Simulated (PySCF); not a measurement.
Job for PySCF: R-M06-2X/def2-TZVPP on CH6SSi (SMILES C[SiH2]S), a point of a torsion scan.

```python
from pyscf import gto, dft

mol = gto.M(
    atom='''
    C    -1.01241582    0.57477088    0.10916538
    Si    0.23762094   -0.83450416   -0.08740654
    S     2.15380815   -0.16484361    0.64357676
    H    -2.00085867    0.25041267   -0.20003848
    H    -0.74470499    1.43623254   -0.49796897
    H    -1.08058859    0.90686068    1.14206609
    H    -0.07324458   -1.98693536    0.74584543
    H     0.40311570   -1.19582619   -1.49324173
    H     1.99570744    1.11697164    0.35112834
    ''',
    basis='def2-tzvpp',
    charge=0, spin=0, verbose=4, max_memory=1800)
mf = dft.RKS(mol, xc='m062x').density_fit(auxbasis='def2-universal-jkfit')
mf.grids.level = 4
mf.conv_tol = 1e-9
mf.max_cycle = 150
mf.kernel()
mf.dip_moment()
```

Problem. Predict the final total energy.

Solution. -729.4048 hartree.
